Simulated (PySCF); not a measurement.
C2H9NSi, SMILES CN(C)[SiH3]. Atoms are numbered in the order given.

```xyz
13

Si     1.3545     0.0110     0.0000
N     -0.3776    -0.1475     0.0000
C     -1.1472     0.0289    -1.2148
H     -0.5311    -0.1885    -2.1012
H     -2.0118    -0.6616    -1.2337
H     -1.5493     1.0579    -1.3289
C     -1.1472     0.0289     1.2148
H     -2.0118    -0.6616     1.2337
H     -0.5311    -0.1885     2.1012
H     -1.5493     1.0579     1.3289
H      1.8751     1.4208     0.0000
H      1.8781    -0.6521    -1.2292
H      1.8781    -0.6521     1.2292
```
Charge 0, spin multiplicity 1.

The structure is a stationary point at B3LYP-D3(BJ)/def2-SVP.

Two levels are set side by side: PBE/pcSseg-1 (PySCF) and KT2/pcSseg-1 (PySCF). GIAO shifts against NH3 (¹⁵N), TMS (²⁹Si), TMS (¹H), TMS (¹³C) at the same level; non-relativistic, no solvent, atoms listed together averaged. Differences are taken from unrounded values.

| quantity | KT2 | PBE | PBE minus KT2 |
|---|---|---|---|
| δ(²⁹Si) of Si1 (ppm) | -42.8 | -44.8 | -2.0 |
| δ(¹⁵N) of N2 (ppm) | 17.9 | 20.2 | 2.3 |
| δ(¹³C) of C3, C7 (ppm) | 44.9 | 45.0 | 0.1 |

Rough cost on one machine, each run with all the roots and properties that it gave: KT2 against PBE within a factor of 2.
